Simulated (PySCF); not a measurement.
Cl²⁺: ionisation energy

Cl²⁺ [Ne] 3s2 3p3 (4S) → Cl³⁺ [Ne] 3s2 3p2 (3P), as a difference of total energies. Computed with PySCF 2.14 in def2-SVP, with no relativity, point nucleus. Correlated levels: valence: [Ne] frozen. The calculations carry no spin-orbit coupling.

```csv
method,ionisation energy (eV)
UHF,38.927
BP86,39.578
TPSS,39.601
MP2 (valence),39.355
SCS-MP2 (valence),39.191
CCSD (valence),39.265
CCSD(T) (valence),39.266
```

**Question.** How much does correlation contribute at CCSD(T) (valence)?

**Answer.** 39.266 − (38.927) = 0.339 eV, measured against UHF.

The reference lies between the lowest fine-structure levels, while these numbers refer to the centres of the terms.

Errors of the correlated levels include the incompleteness of this basis and the frozen core.

For comparison: 39.8 ± 0.11 eV (semi-empirical (NIST evaluation); NIST Atomic Spectra Database, ionization energies).
